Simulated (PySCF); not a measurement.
The isolated species `C[O][Ti]([F])([F])[O]C` (TiF2(OMe)2) is ionised with Al Kα (hν = 1486.6 eV). Calculated photoelectron kinetic energies of its computed core levels, recoil neglected:

```tsv
line	kinetic energy (eV)
1	1193.87
2	1022.82
3	1017.10
4	948.60
5	795.75
```

Computed with delta-SCF UKS SCAN, pcX-2 on the ionised atom (unc-x2c-TZVPall on a metal), pcseg-1 elsewhere, spin-free X2C in PySCF.

Q: Which element, shell and site does each line come from? Bonds: Ti1–F2, Ti1–F3, Ti1–O4, Ti1–O9, O4–C5, O9–C10. Hydrogens: H6, H7, H8 on C5; H11, H12, H13 on C10.

A: Against the vacuum level, binding energy = hν − kinetic energy.

| line | binding energy (eV) | level | atoms | environment |
| --- | --- | --- | --- | --- |
| 1 | 292.73 | C 1s | C5/C10 | carbon bonded to O and 3 H |
| 2 | 463.78 | Ti 2p3/2 | Ti1 | titanium bonded to 2 F and 2 O |
| 3 | 469.50 | Ti 2p1/2 | Ti1 | titanium bonded to 2 F and 2 O |
| 4 | 538.00 | O 1s | O4/O9 | oxygen bonded to C and Ti |
| 5 | 690.85 | F 1s | F2/F3 | fluorine bonded to Ti |

Q: Where does line 2 move with hν = 1000.0 eV?

A: To 1000.0 − 463.78 = 536.22 eV; every photoline shifts by the change in photon energy, -486.6 eV.

Q: Which photon wavelength matches the C 1s of C5/C10 threshold?

A: λ = hc/E = 12398.42 eV Å / 292.73 eV = 42.354 Å.

Other core shells, valence and Auger electrons aren't listed. One atom of each set of topologically equivalent atoms was ionised and stands for the set; in this conformer not all members are related by symmetry, and their own values weren't computed. 2p3/2 and 2p1/2 are the ΔSCF energy of one spin-free 2p hole plus the eigenvalues of a spin–orbit and ligand-field matrix of the shell. 2p1/2 minus 2p3/2 (ligand field included): Ti 5.72 eV. Satellites of the metal's 2p lines aren't described. Geometry: PBE0-D3(BJ)/def2-SVP; no solvent, vibrations or thermal averaging. Metal 2p energies of this one-determinant scheme are less reliable than its 1s energies.
